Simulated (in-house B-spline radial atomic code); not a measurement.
A run on Rh- that did not converge. Method: scalar-relativistic (X2C) r2SCAN0, spin-polarised, spherical fractional occupations, exact exchange averaged over the configuration, Fermi nucleus of rms radius 4.4945 fm; computed with a B-spline radial code for spherical atoms.

Command:
```bash
python run_scf.py task.json out
```
Settings (nuclear radius in fm, mass in u):
```
Z                45
configuration    [Kr] 4d8 5s2
hamiltonian      x2c
method           r2scan0
spin_polarised   True
nucleus          fermi
rms_radius       4.4945
atomic_mass      102.90549
speed_of_light   137.035999084
exact_exchange   averaged over the configuration
```

First and last ten iterations of the last attempt (damped for 15 steps, keeping 80 % of the old Fock matrix, then DIIS):
```
 iter        energy (Eh)    residual
    1       -4775.337693    1.58e-01
    2       -4779.200226    3.17e-01
    3       -4781.259942    2.17e-01
    4       -4782.399490    1.47e-01
    5       -4783.006228    1.07e-01
    6       -4783.316523    7.49e-02
    7       -4783.470299    5.58e-02
    8       -4783.546148    4.36e-02
    9       -4783.585013    3.35e-02
   10       -4783.606538    2.55e-02
  111       -4782.572659    1.28e-01
  112       -4782.902801    8.27e-02
  113       -4783.096815    1.87e-01
  114       -4783.548460    3.20e-02
  115       -4783.640412    9.95e-03
  116       -4783.646316    3.07e-03
  117       -4759.456516    2.38e-01
  118       -4759.436124    2.37e-01
  119       -4759.426719    2.37e-01
  120       -4759.424497    2.37e-01
 not converged after 120 iterations
```

The smallest residual met was 2.0e-04; the threshold is about 4e-07. No energy from this run should be used. Run time, properties included: 3.7 s on 1 thread of Intel(R) Xeon(R) 6975P-C, with other jobs on the host.
